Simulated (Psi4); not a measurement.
Input file for Psi4: SAPT0/jun-cc-pV(D+d)Z on C2H6OSi (a complex), monomers drawn apart or pushed together.

```
memory 1800 MB

molecule dimer {
0 1
C     0.13515830    0.80273764    0.53672187
C     0.22527198   -0.38889827    0.45588255
H     0.05846152    1.86120077    0.60604576
H     0.30894431   -1.44645933    0.38108975
--
0 1
O    -1.29698536   -0.21349993    5.35594248
Si   -0.00547407   -0.16003367    6.37906237
H    -1.10754772   -0.14133236    4.41240643
H     0.94968050   -1.26837811    6.12359215
H    -0.55328033   -0.28498569    7.74515849
H     0.74301239    1.11728405    6.25892350
units angstrom
symmetry c1
no_reorient
no_com
}

set {
  basis jun-cc-pV(D+d)Z
  scf_type df
  freeze_core true
}

energy('sapt0')
```

Output:

```
[...]
==> Input File <==

--------------------------------------------------------------------------
memory 1800 MB

molecule dimer {
0 1
C     0.13515830    0.80273764    0.53672187
C     0.22527198   -0.38889827    0.45588255
H     0.05846152    1.86120077    0.60604576
H     0.30894431   -1.44645933    0.38108975
--
0 1
O    -1.29698536   -0.21349993    5.35594248
Si   -0.00547407   -0.16003367    6.37906237
H    -1.10754772   -0.14133236    4.41240643
H     0.94968050   -1.26837811    6.12359215
H    -0.55328033   -0.28498569    7.74515849
H     0.74301239    1.11728405    6.25892350
units angstrom
symmetry c1
no_reorient
no_com
}

set {
  basis jun-cc-pV(D+d)Z
  scf_type df
  freeze_core true
}

energy('sapt0')
--------------------------------------------------------------------------


   => Loading Basis Set <=

    Name: JUN-CC-PV(D+D)Z
    Role: ORBITAL
    Keyword: BASIS
    atoms 1-2       entry C          line   188 file jun-cc-pv_dpd_z.gbs
    atoms 3-4, 7-10 entry H          line    60 file jun-cc-pv_dpd_z.gbs
    atoms 5         entry O          line   256 file jun-cc-pv_dpd_z.gbs
    atoms 6         entry SI         line   566 file jun-cc-pv_dpd_z.gbs

   => Loading Basis Set <=

    Name: JUN-CC-PV(D+D)Z
    Role: ORBITAL
    Keyword: BASIS
    atoms 1-2       entry C          line   188 file jun-cc-pv_dpd_z.gbs
    atoms 3-4, 7-10 entry H          line    60 file jun-cc-pv_dpd_z.gbs
    atoms 5         entry O          line   256 file jun-cc-pv_dpd_z.gbs
    atoms 6         entry SI         line   566 file jun-cc-pv_dpd_z.gbs


  //>>>>>>>>>>>>>>>>>>>>>>>>>>>>>>>>>>>//
  //              Dimer HF             //
  //<<<<<<<<<<<<<<<<<<<<<<<<<<<<<<<<<<<//

   => Libint2 <=

    Primary   basis highest AM E, G, H:  7, 6, 3
    Auxiliary basis highest AM E, G, H:  7, 7, 4
    Onebody   basis highest AM E, G, H:  -, -, -
    Solid Harmonics ordering:            Gaussian


   => Loading Basis Set <=

    Name: JUN-CC-PV(D+D)Z
    Role: ORBITAL
    Keyword: BASIS
    atoms 1-2       entry C          line   188 file jun-cc-pv_dpd_z.gbs
    atoms 3-4, 7-10 entry H          line    60 file jun-cc-pv_dpd_z.gbs
    atoms 5         entry O          line   256 file jun-cc-pv_dpd_z.gbs
    atoms 6         entry SI         line   566 file jun-cc-pv_dpd_z.gbs


         ---------------------------------------------------------
                                   SCF
               by Justin Turney, Rob Parrish, Andy Simmonett
                          and Daniel G. A. Smith
                              RHF Reference
                        1 Threads,   1716 MiB Core
         ---------------------------------------------------------

  ==> Geometry <==

    Molecular point group: c1
    Full point group: C1

    Geometry (in Angstrom), charge = 0, multiplicity = 1:

       Center              X                  Y                   Z               Mass
    ------------   -----------------  -----------------  -----------------  -----------------
         C            0.135158300000     0.802737640000     0.536721870000    12.000000000000
         C            0.225271980000    -0.388898270000     0.455882550000    12.000000000000
         H            0.058461520000     1.861200770000     0.606045760000     1.007825032230
         H            0.308944310000    -1.446459330000     0.381089750000     1.007825032230
         O           -1.296985360000    -0.213499930000     5.355942480000    15.994914619570
         SI          -0.005474070000    -0.160033670000     6.379062370000    27.976926534650
         H           -1.107547720000    -0.141332360000     4.412406430000     1.007825032230
         H            0.949680500000    -1.268378110000     6.123592150000     1.007825032230
         H           -0.553280330000    -0.284985690000     7.745158490000     1.007825032230
         H            0.743012390000     1.117284050000     6.258923500000     1.007825032230

  Running in c1 symmetry.

  Rotational constants: A =      0.39783  B =      0.00943  C =      0.00940 [cm^-1]
  Rotational constants: A =  11926.53902  B =    282.78581  C =    281.78059 [MHz]
  Nuclear repulsion =  123.750843567753293

  Charge       = 0
  Multiplicity = 1
  Electrons    = 40
  Nalpha       = 20
  Nbeta        = 20

  ==> Algorithm <==

  SCF Algorithm Type is DF.
  DIIS enabled.
  MOM disabled.
  Fractional occupation disabled.
  Guess Type is SAD.
  Energy threshold   = 1.00e-08
  Density threshold  = 1.00e-08
  Integral threshold = 1.00e-12

  ==> Primary Basis <==

  Basis Set: JUN-CC-PV(D+D)Z
    Blend: JUN-CC-PV(D+D)Z
    Number of shells: 53
    Number of basis functions: 111
    Number of Cartesian functions: 116
    Spherical Harmonics?: true
    Max angular momentum: 2

   => Loading Basis Set <=

    Name: (JUN-CC-PV(D+D)Z AUX)
    Role: JKFIT
    Keyword: DF_BASIS_SCF
    atoms 1-2       entry C          line   146 file jun-cc-pvdz-jkfit.gbs
    atoms 3-4, 7-10 entry H          line    70 file jun-cc-pvdz-jkfit.gbs

[...]
   111A     18.565208

    Final Occupation by Irrep:
              A
    DOCC [    13 ]
    NA   [    13 ]
    NB   [    13 ]

  @DF-RHF Final Energy:  -366.16825818818035

   => Energetics <=

    Nuclear Repulsion Energy =             64.7454694604218588
    One-Electron Energy =                -635.6059652998784486
    Two-Electron Energy =                 204.6922376512762298
    Total Energy =                       -366.1682581881803458

Computation Completed


Properties will be evaluated at   0.000000,   0.000000,   0.000000 [a0]

Properties computed using the SCF density matrix


 Multipole Moments:

 ------------------------------------------------------------------------------------
     Multipole            Electronic (a.u.)      Nuclear  (a.u.)        Total (a.u.)
 ------------------------------------------------------------------------------------

 L = 1.  Multiply by 2.5417464519 to convert [e a0] to [Debye]
 Dipole X            :         20.1164536          -19.6921840            0.4242695
 Dipole Y            :          8.6156959           -8.5526792            0.0630167
 Dipole Z            :       -296.5508213          296.1096783           -0.4411430
 Magnitude           :                                                    0.6152909

 ------------------------------------------------------------------------------------

  Constructing Basis Sets for SAPT...

   => Loading Basis Set <=

    Name: (JUN-CC-PV(D+D)Z AUX)
    Role: RIFIT
    Keyword: DF_BASIS_SAPT
    atoms 1-2       entry C          line   100 file jun-cc-pvdz-ri.gbs
    atoms 3-4, 7-10 entry H          line    30 file jun-cc-pvdz-ri.gbs
    atoms 5         entry O          line   188 file jun-cc-pvdz-ri.gbs
    atoms 6         entry SI         line   376 file jun-cc-pvdz-ri.gbs

   => Loading Basis Set <=

    Name: (JUN-CC-PV(D+D)Z AUX)
    Role: JKFIT
    Keyword: DF_BASIS_ELST
    atoms 1-2       entry C          line   146 file jun-cc-pvdz-jkfit.gbs
    atoms 3-4, 7-10 entry H          line    70 file jun-cc-pvdz-jkfit.gbs
    atoms 5         entry O          line   258 file jun-cc-pvdz-jkfit.gbs
    atoms 6         entry SI         line   506 file jun-cc-pvdz-jkfit.gbs


  //>>>>>>>>>>>>>>>>>>>>>>>>>>>>>>>>>>>//
  //               SAPT0               //
  //<<<<<<<<<<<<<<<<<<<<<<<<<<<<<<<<<<<//



        SAPT0
    Ed Hohenstein
     6 June 2009

      Orbital Information
  --------------------------
    NSO        =       111
    NMO        =       111
    NRI        =       364
    NRI (Elst) =       496
    NOCC A     =         7
    NOCC B     =        13
    FOCC A     =         2
    FOCC B     =         6
    NVIR A     =       104
    NVIR B     =        98

    Elst10,r            =    -0.000955156803 [Eh]
    Exch10              =     0.000023973481 [Eh]
    Exch10 (S^2)        =     0.000023972652 [Eh]

    Maxiter = 50
    CPHF R converge = 1.000000E-08

    Iter     Energy [mEh]          dE [mEh]         Residual      Time [s]
       1      -0.03772553       0.037725529     1.083255e-03             0
       2      -0.04521126       0.007485732     3.845883e-04             0
       3      -0.04701564       0.001804375     5.981430e-05             0
       4      -0.04689877      -0.000116869     2.197897e-05             0
       5      -0.04684364      -0.000055130     5.646593e-06             0
       6      -0.04683842      -0.000005221     1.387778e-06             0
       7      -0.04684222       0.000003801     2.419551e-07             0
       8      -0.04684178      -0.000000433     1.043197e-07             0
       9      -0.04684190       0.000000112     3.685280e-08             0
      10      -0.04684187      -0.000000021     5.504185e-09             0

    CHF Iterations converged

    Maxiter = 50
    CPHF R converge = 1.000000E-08

    Iter     Energy [mEh]          dE [mEh]         Residual      Time [s]
       1      -0.00526712       0.005267122     5.082812e-04             0
       2      -0.00624542       0.000978299     2.446739e-04             0
       3      -0.00655551       0.000310087     6.966567e-05             0
       4      -0.00658355       0.000028042     1.690298e-05             0
       5      -0.00656089      -0.000022656     2.510045e-06             0
       6      -0.00656276       0.000001869     6.957623e-07             0
       7      -0.00656288       0.000000117     1.430033e-07             0
       8      -0.00656278      -0.000000103     2.736106e-08             0
       9      -0.00656279       0.000000014     4.829582e-09             0

    CHF Iterations converged

    Ind20,r (A<-B)      =    -0.000046841875 [Eh]
    Ind20,r (B<-A)      =    -0.000006562791 [Eh]
    Ind20,r             =    -0.000053404666 [Eh]
    Exch-Ind20,r (A<-B) =     0.000006263737 [Eh]
    Exch-Ind20,r (B<-A) =     0.000000070528 [Eh]
    Exch-Ind20,r        =     0.000006334265 [Eh]
    Disp20              =    -0.000178368560 [Eh]
    Disp20 (SS)         =    -0.000089184280 [Eh]
    Disp20 (OS)         =    -0.000089184280 [Eh]
    Exch-Disp20         =     0.000001939672 [Eh]
    Exch-Disp20 (SS)    =     0.000001174123 [Eh]
    Exch-Disp20 (OS)    =     0.000000765549 [Eh]

    SAPT Results
  --------------------------------------------------------------------------------------------------------
    Electrostatics                 -0.95515680 [mEh]      -0.59936994 [kcal/mol]      -2.50776384 [kJ/mol]
      Elst10,r                     -0.95515680 [mEh]      -0.59936994 [kcal/mol]      -2.50776384 [kJ/mol]

    Exchange                        0.02397348 [mEh]       0.01504359 [kcal/mol]       0.06294237 [kJ/mol]
      Exch10                        0.02397348 [mEh]       0.01504359 [kcal/mol]       0.06294237 [kJ/mol]
      Exch10(S^2)                   0.02397265 [mEh]       0.01504307 [kcal/mol]       0.06294019 [kJ/mol]

    Induction                      -0.05103396 [mEh]      -0.03202430 [kcal/mol]      -0.13398965 [kJ/mol]
      Ind20,r                      -0.05340467 [mEh]      -0.03351193 [kcal/mol]      -0.14021393 [kJ/mol]
      Exch-Ind20,r                  0.00633426 [mEh]       0.00397481 [kcal/mol]       0.01663061 [kJ/mol]
      delta HF,r (2)               -0.00396356 [mEh]      -0.00248717 [kcal/mol]      -0.01040633 [kJ/mol]

    Dispersion                     -0.17642889 [mEh]      -0.11071080 [kcal/mol]      -0.46321398 [kJ/mol]
      Disp20                       -0.17836856 [mEh]      -0.11192796 [kcal/mol]      -0.46830659 [kJ/mol]
      Exch-Disp20                   0.00193967 [mEh]       0.00121716 [kcal/mol]       0.00509261 [kJ/mol]
      Disp20 (SS)                  -0.08918428 [mEh]      -0.05596398 [kcal/mol]      -0.23415329 [kJ/mol]
      Disp20 (OS)                  -0.08918428 [mEh]      -0.05596398 [kcal/mol]      -0.23415329 [kJ/mol]
      Exch-Disp20 (SS)              0.00117412 [mEh]       0.00073677 [kcal/mol]       0.00308266 [kJ/mol]
      Exch-Disp20 (OS)              0.00076555 [mEh]       0.00048039 [kcal/mol]       0.00200995 [kJ/mol]

  Total HF                         -0.98221728 [mEh]      -0.61635065 [kcal/mol]      -2.57881112 [kJ/mol]
  Total SAPT0                      -1.15864617 [mEh]      -0.72706145 [kcal/mol]      -3.04202511 [kJ/mol]

  Special recipe for scaled SAPT0 (see Manual):
    Electrostatics sSAPT0          -0.95515680 [mEh]      -0.59936994 [kcal/mol]      -2.50776384 [kJ/mol]
    Exchange sSAPT0                 0.02397348 [mEh]       0.01504359 [kcal/mol]       0.06294237 [kJ/mol]
    Induction sSAPT0               -0.05103331 [mEh]      -0.03202388 [kcal/mol]      -0.13398793 [kJ/mol]
    Dispersion sSAPT0              -0.17642869 [mEh]      -0.11071067 [kcal/mol]      -0.46321345 [kJ/mol]
  Total sSAPT0                     -1.15864531 [mEh]      -0.72706091 [kcal/mol]      -3.04202285 [kJ/mol]
  --------------------------------------------------------------------------------------------------------



*** Psi4 exiting successfully. Buy a developer a beer!
```

The run finished.

Cost: roughly 6 core-seconds.
